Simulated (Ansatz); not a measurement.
`[GeH3][C]1=CO1`, relaxed with RKS PBE0-D4/def2-TZVP in Ansatz 0.2.0 from a PBE-D4/def2-SVP geometry. The force threshold is 0.005 eV/Å; the program also tests the step.

Total charge 0; spin multiplicity 1.

Start:

```xyz
8

Ge   -0.388   -1.170   -0.432
C    -0.283    0.726   -0.141
C     0.529    1.639    0.429
O     0.276    1.236    1.631
H    -0.303   -1.349   -1.970
H     0.780   -1.903    0.280
H    -1.750   -1.693    0.079
H     1.139    2.514    0.124
```

```csv
step,energy (eV),largest force (eV/Å),largest move (Å)
1,-60689.8908,1.034,0.000
2,-60689.9246,0.347,0.033
3 (rejected),-60689.9241,0.307,0.044
4,-60689.9334,0.144,0.022
5,-60689.9359,0.133,0.013
6,-60689.9373,0.285,0.095
7,-60689.9411,0.067,0.026
8,-60689.9415,0.213,0.044
9,-60689.9424,0.077,0.023
10,-60689.9429,0.181,0.059
11,-60689.9434,0.133,0.033
12,-60689.9449,0.242,0.093
13 (rejected),-60689.9444,0.316,0.084
14,-60689.9451,0.126,0.042
15,-60689.9459,0.034,0.010
16 (rejected),-60689.9459,0.168,0.019
17,-60689.9461,0.022,0.009
18,-60689.9463,0.027,0.016
19,-60689.9465,0.262,0.110
20,-60689.9473,0.068,0.023
21,-60689.9474,0.018,0.028
22 (rejected),-60689.9424,0.245,0.111
23,-60689.9475,0.010,0.013
24,-60689.9475,0.037,0.020
25,-60689.9475,0.009,0.005
26,-60689.9475,0.005,0.002
```

End:

```xyz
8

Ge   -0.348   -1.226   -0.425
C     0.164    0.549    0.003
C     0.505    1.731    0.383
O     0.276    1.227    1.593
H    -0.282   -1.322   -1.954
H     0.632   -2.205    0.233
H    -1.774   -1.474    0.082
H     0.827    2.720    0.085
```

Run time 68 s (2 threads of an AMD EPYC 9B14 on a shared host); peak host memory 0.4 GiB.
